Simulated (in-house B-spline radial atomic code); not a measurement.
## V3+: [Ar] 3d2

Level of theory: Dirac-Kohn-Sham B97-1, spherical fractional occupations, exact exchange averaged over the configuration, Fermi nucleus of rms radius 3.6002 fm; calculated with a radial B-spline atomic code at the basis-set limit.

Screening seen three ways: the hydrogenic charge with the same mean radius, Z_r = [3n² - l(l+1)]/(2<r>), the one with the same energy, Z_e = n√(-2ε), and Slater's rules. Values are occupation-weighted means over j.

| shell | electrons | ε (eV) | <r> (bohr) | Z_r | Z_e | Slater |
| --- | --- | --- | --- | --- | --- | --- |
| 1s | 2 | -5431.7 | 0.06643 | 22.58 | 19.98 | 22.70 |
| 2s | 2 | -649.58 | 0.3076 | 19.51 | 13.82 | 18.85 |
| 2p | 6 | -547.55 | 0.2738 | 18.26 | 12.69 | 18.85 |
| 3s | 2 | -107.69 | 0.9368 | 14.41 | 8.44 | 11.75 |
| 3p | 6 | -79.829 | 0.9939 | 12.58 | 7.27 | 11.75 |
| 3d | 2 | -38.995 | 1.174 | 8.95 | 5.08 | 4.65 |

The least bound orbital is 3d5/2 at -38.96 eV, and it is also the most diffuse (<r> = 1.175 bohr).

Spin-orbit splittings of the orbital energies (j = l + 1/2 above j = l - 1/2 when positive): 2p 7.128 eV, 3p 0.8799 eV, 3d 0.08232 eV.

For the 1s electron the small component carries 0.68 % of the norm, the zero-frequency Breit interaction raises the level by 5.653 eV, self-energy by 2.707 eV, and vacuum polarisation lowers it by 0.2155 eV.
